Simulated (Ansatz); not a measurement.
Compare A (`COC([SiH3])=S`) with its isomer B (`C[SiH](S)C=O`).

Program: Ansatz. Geometries: PBE0-D4/def2-TZVP. ΔE: electronic, gas phase. CCSD(T)/CBS adds triple-zeta CCSD(T) − MP2 to the extrapolated MP2 energy (def2 sets, frozen cores). DFT in def2-TZVPP. B3LYP here is the variant with VWN-RPA as its local correlation; programs differ in this. One conformer a species, not always the lowest.

Q: Which is lower in electronic energy at CCSD(T)/CBS, and by how much? (An estimate is asked.)

A: Computed: B, by 167.0 kJ/mol.

Q: Give E(B) − E(A) in kJ/mol with B3LYP, PBE-D4, MP2/def2-TZVPP, CCSD/def2-TZVPP, HF/def2-TZVPP, B3LYP-D4, r2SCAN-D4. (Best estimate.)

A: The calculation gave: B3LYP -160.9, PBE-D4 -155.2, MP2/def2-TZVPP -165.8, CCSD/def2-TZVPP -172.2, HF/def2-TZVPP -182.9, B3LYP-D4 -160.0, r2SCAN-D4 -160.4. None reverses the order clearly.

Largest T1 diagnostic: 0.017.

From PBE to PBE0 (25 % exact exchange), in def2-TZVPP and without D4, E(B) − E(A) moves by −9.5 kJ/mol. In def2-TZVPP, CCSD(T) changes the Hartree–Fock value by +18.5 kJ/mol (the triples alone add +7.8 kJ/mol) and MP2 by +17.1 kJ/mol.
